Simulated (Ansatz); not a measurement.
Total energies of CH$_{3}$AlBr (`[CH3][Al][Br]`) radical.

Cartesian coordinates in Å:
```
C 0.6269 -0.2689 0.2407
Al -1.2506 -0.4516 -0.3086
Br -2.3466 1.4415 -0.9772
H 0.7537 -0.5980 1.2759
H 0.9475 0.7720 0.1542
H 1.2692 -0.8950 -0.3850
```

Charge 0, multiplicity 2. Correlated methods include outer-core shells of Br, which these sets cover unevenly. Scalar relativity is left out up to krypton. The geometry is a stationary point of PBE0-D4/def2-TZVP. Basis def2-TZVPP, the Gaussian-basis code of Ansatz.

RPA on PBE orbitals: Hartree–Fock energy of these orbitals -2853.98392 Eh, correlation -0.83073 Eh (frozen core).

```csv
functional,energy without D4 (Eh),D4 term (kJ/mol)
LDA (SPW92),-2851.55487,–
PBE,-2855.97215,-11.0
revPBE,-2856.26911,-29.2
BLYP,-2856.55895,-23.7
r2SCAN,-2856.48899,-2.4
B97M-V,-2856.03079,–
PBE0,-2856.09272,-9.4
r2SCAN0,-2856.48097,-3.0
HSE06 (plane-wave form),-2856.08862,-8.9
BHLYP,-2856.52231,-16.2
CAM-B3LYP,-2856.65840,-9.7
ωB97M-V,-2856.36454,–
B2PLYP,-2856.01418,–
PBE-QIDH,-2855.68807,–
```

Q: Give the same for B3LYP, r2SCANh, LC-ωPBE, ωB97X-V. (An estimate is asked.)

A: Computed: 
```
functional  energy without D4 (Eh)  D4 term (kJ/mol)
     B3LYP             -2856.60823             -18.1
   r2SCANh             -2856.48547              -2.7
   LC-ωPBE             -2856.08786                 –
   ωB97X-V             -2856.26121                 –
```

B3LYP takes the VWN-RPA correlation (the form of Gaussian; ORCA's B3LYP/G). HSE06 is the plane-wave form, built on full-range PBE exchange. The double hybrids freeze the cores in their second-order part.

LC-ωPBE has ω = 0.4 bohr⁻¹.
